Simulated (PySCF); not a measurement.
C2H8SSi, SMILES S[SiH](C)C.

Coordinates come from a B3LYP-D3(BJ)/def2-SVP optimisation. The values are those of a single conformer.

Computed with PBE/def2-TZVP (PySCF).

Gas-phase values at a fixed geometry.

```json
{
  "total_energy": "-768.37105 hartree",
  "point_group": "Cs",
  "highest_occupied_level": "-5.93 eV",
  "lowest_empty_level": "-0.33 eV",
  "orbital_gap": "5.60 eV",
  "dipole_moment": "1.97 D",
  "quadrupole, principal values (traceless, Buckingham form, about the centre of nuclear charge)": "-2.93, -0.54, 3.47 D·Å",
  "mean_static_polarisability": "72.5 bohr³ (10.74 Å³)",
  "polarisability_principal_values": "64.4, 70.8, 82.3 bohr³"
}
```
